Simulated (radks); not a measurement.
Q: Cd, 48 electrons, occupied as [Kr] 4d10 5s2. Calculated with a radial shooting solver on a logarithmic mesh with Libxc functionals: non-relativistic Kohn-Sham, PBE, spin-polarised, spherical densities, point nucleus; relativity is left out, which matters for an element this heavy. Some entries of the table are withheld. Estimate them.

| orbital | occ. | eigenvalue (hartree) | <1/r> (bohr^-1) |
|---|---|---|---|
| 1s | 2 | (1) | 47.48 |
| 2s | 2 | (2) | 10.82 |
| 2p | 6 | -127.6759 | 10.82 |
| 3s | 2 | -25.41808 | 3.867 |
| 3p | 6 | (3) | 3.785 |
| 3d | 10 | (4) | 3.637 |
| 4s | 2 | (5) | (6) |
| 4p | 6 | -2.39505 | 1.391 |
| 4d | 10 | -0.46450 | 1.063 |
| 5s | 2 | -0.19399 | 0.4215 |

A: 
(1) 1s eigenvalue (hartree): -942.5807
(2) 2s eigenvalue (hartree): -136.9562
(3) 3p eigenvalue (hartree): -21.64848
(4) 3d eigenvalue (hartree): -14.67338
(5) 4s eigenvalue (hartree): -3.60126
(6) 4s <1/r> (bohr^-1): 1.506
